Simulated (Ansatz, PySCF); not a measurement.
C₂H₄NO, SMILES [CH2]C(N)=O, multiplicity 2. Atoms are numbered in the order given.

```xyz
8

C      1.1130    -0.7736     0.3912
C      0.0280     0.1219    -0.0012
N     -1.1701    -0.4754    -0.2797
O      0.1846     1.3313    -0.0754
H      2.0774    -0.3185     0.6180
H      0.9963    -1.8578     0.4641
H     -1.9416     0.1171    -0.5541
H     -1.3131    -1.4719    -0.2219
```
Charge 0, spin multiplicity 2.

Geometry optimised at PBE0-D3(BJ)/def2-SVP. The isomer is the one that the SMILES or the coordinates give; other isomers of the formula were not compared. The values are those of a single conformer.

Two levels are set side by side: PBE-D3(BJ)/def2-SVP (Ansatz, a quantum-chemistry and plane-wave program) and PBE0-D3(BJ)/def2-SVP (Ansatz). Each level has its own optimised geometry; the coordinates shown are those of the second. Frequencies come from the Hessian of PySCF at each geometry. Differences are taken from unrounded values.

| quantity | PBE0-D3(BJ) |
|---|---|
| mean bond length (Å) | 1.179 |
| bond C1–C2 (Å) | 1.461 |
| bond C2–N3 (Å) | 1.367 |
| bond C2–O4 (Å) | 1.222 |
| bond C1–H5 (Å) | 1.090 |
| bond C1–H6 (Å) | 1.093 |
| bond N3–H7 (Å) | 1.011 |
| bond N3–H8 (Å) | 1.008 |
| highest harmonic wavenumber (cm⁻¹) | 3781 |
| mean harmonic wavenumber (cm⁻¹) | 1460 |
| zero-point energy (kcal/mol) | 37.58 |

Problem. What does PBE-D3(BJ) give, and how far is it from PBE0-D3(BJ)? (An estimate is asked for; the answer gives what the named calculation found.)

Solution. 
| quantity | PBE-D3(BJ) | PBE-D3(BJ) minus PBE0-D3(BJ) |
|---|---|---|
| mean bond length (Å) | 1.189 | 0.010 |
| bond C1–C2 (Å) | 1.464 | 0.003 |
| bond C2–N3 (Å) | 1.382 | 0.014 |
| bond C2–O4 (Å) | 1.238 | 0.016 |
| bond C1–H5 (Å) | 1.098 | 0.008 |
| bond C1–H6 (Å) | 1.102 | 0.009 |
| bond N3–H7 (Å) | 1.020 | 0.009 |
| bond N3–H8 (Å) | 1.018 | 0.009 |
| highest harmonic wavenumber (cm⁻¹) | 3651 | -130 |
| mean harmonic wavenumber (cm⁻¹) | 1404 | -56 |
| zero-point energy (kcal/mol) | 36.13 | -1.45 |

Exact exchange shortens and stiffens bonds; PBE has none. Differences between two approximate levels are no errors against the true value.
